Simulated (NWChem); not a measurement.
**Relativistic effects in F4Se**

```xyz
5

Se     0.0000     0.0000    -0.3243
F      0.0000    -1.3200     0.7844
F      1.7854     0.0000    -0.1719
F      0.0000     1.3200     0.7844
F     -1.7854     0.0000    -0.1719
```
Charge 0, spin multiplicity 1.

The numbers come from NWChem runs, not from measurements. Structure: optimised with B3LYP/def2-SVP, a minimum by its harmonic frequencies.

Functional PBE0, all-electron basis x2c-SVPall-2c, contracted for the X2C Hamiltonian and used here with ZORA. The ion keeps the geometry and has multiplicity 2 in the scalar run; the spin-orbit run starts from the same electron counts.

Costs are rough ratios of processor time within this set of runs, SCF included, with scalar ZORA as 1.

The structure started from a generated list of species. The stability of the SCF solutions was not checked.

| Hamiltonian | ΔSCF ionisation energy (eV) | HOMO (eV) | LUMO (eV) | gap (eV) | relative cost |
|---|---|---|---|---|---|
| scalar ZORA | 12.82 | -10.14 | -2.78 | 7.36 | 1 |
| spin-orbit ZORA | 12.82 | -10.14 | -2.79 | 7.35 | under 3 |

From scalar ZORA to spin-orbit ZORA the ionisation energy hardly moves.
